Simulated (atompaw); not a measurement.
## An all-electron radial function and its pseudo partner (V)

Columns: radius, all-electron u(r) and pseudo u(r) of the 4p shell (level -21.82 eV) of vanadium in the configuration [Ne] 3s2 3p6 3d2 4s0 4p0; PBE, scalar-relativistic, PAW (atompaw) scheme, atompaw 4.2.0.5.

```tsv
r (bohr)	all-electron	pseudo
0.079	0.1318	-0.0017
0.158	0.2066	-0.0066
0.237	0.1544	-0.0141
0.315	0.0375	-0.0233
0.394	-0.0935	-0.0333
0.473	-0.2064	-0.0426
0.552	-0.2876	-0.0498
0.631	-0.3342	-0.0536
0.710	-0.3481	-0.0527
0.788	-0.3346	-0.0460
0.867	-0.2990	-0.0328
0.946	-0.2469	-0.0125
1.025	-0.1833	0.0148
1.104	-0.1124	0.0487
1.183	-0.0377	0.0885
1.262	0.0382	0.1333
1.340	0.1122	0.1811
1.419	0.1846	0.2320
1.498	0.2535	0.2841
1.577	0.3178	0.3360
1.656	0.3770	0.3868
1.735	0.4310	0.4354
1.813	0.4787	0.4803
1.892	0.5215	0.5219
1.971	0.5587	0.5588
2.050	0.5906	0.5906
```

**Question.** How many radial nodes do the two functions have?

**Answer.** The all-electron 4p function has n − l − 1 = 2; the pseudo-wave has 1, since 1 lower shell of the same l stays in the valence.

**Question.** Is the pseudo-wave norm-conserving?

**Answer.** No, it belongs to a PAW set: the norm inside the radius is not constrained, and the difference is carried by the augmentation charge.
